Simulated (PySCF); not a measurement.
## Potential energy of AsF along the bond

Set-up: basis As def2-TZVPP, F def2-TZVPP; no relativity; PySCF 2.14. Energies in eV from As + F in their ground configurations at the same level. All curves are PBE0. state 1: ³Σ⁻ (triplet), unpaired electrons π ↑↑; state 2: Ms = 0 determinant of mixed spin (⟨S²⟩ near 1.0), unpaired electrons π ↑↓, a mixture of terms (⟨Lz²⟩ = 2.0), a second solution, started from another occupation; state 3: singlet, one real π or δ orbital doubly filled, a mixture of terms (⟨Lz²⟩ = 2.0), a second solution, started from another occupation; state 4: quintet, unpaired electrons σ ↑↑, π ↑↑, a second solution, started from another occupation.

```
R (Å)  state 1  state 2  state 3  state 4
1.501   -2.950   -2.624   -1.563   5.4425
1.571   -3.654   -3.326   -2.261   4.4461
1.640   -4.033   -3.703   -2.631   3.7110
1.693   -4.164   -3.832   -2.756   3.2748
1.745   -4.198   -3.865   -2.785   2.9062
1.797   -4.160   -3.825   -2.740   2.5879
1.867   -4.027   -3.690   -2.599   2.2212
1.954   -3.772   -3.432   -2.333   1.8315
2.059   -3.393   -3.047   -1.940   1.4405
2.199   -2.836   -2.482   -1.363   1.0261
```

Q: Put a parabola through the three lowest points of the state 1 curve and estimate Re, k and ωe (reduced mass 15.16 u; 1 eV/Å² = 0.16022 mdyn/Å; ωe = 1302.8·√(k/μ) cm⁻¹).

A: Through R = 1.693, 1.745, 1.797 Å the second-order coefficient is 13.3 eV/Å², so Re ≈ 1.744 Å, k ≈ 4.27 mdyn/Å and ωe ≈ 691 cm⁻¹. A polynomial fit of higher order to the unrounded PBE0 energies gives Re = 1.741 Å, k = 4.31 mdyn/Å, ωe = 695 cm⁻¹; anharmonicity and rounding make the difference.

The higher-order fit for each curve: state 1: Re = 1.741 Å, ωe = 695 cm⁻¹, De = 4.20 eV; state 2: Re = 1.740 Å, ωe = 698 cm⁻¹, minimum 3.87 eV below the ground-state fragments; state 3: Re = 1.737 Å, ωe = 704 cm⁻¹, minimum 2.79 eV below the ground-state fragments. State 4 gave no clean fit.

Spin–orbit coupling is left out. The state is the lowest determinant that a PBE0 search found; another state may lie lower at other levels.
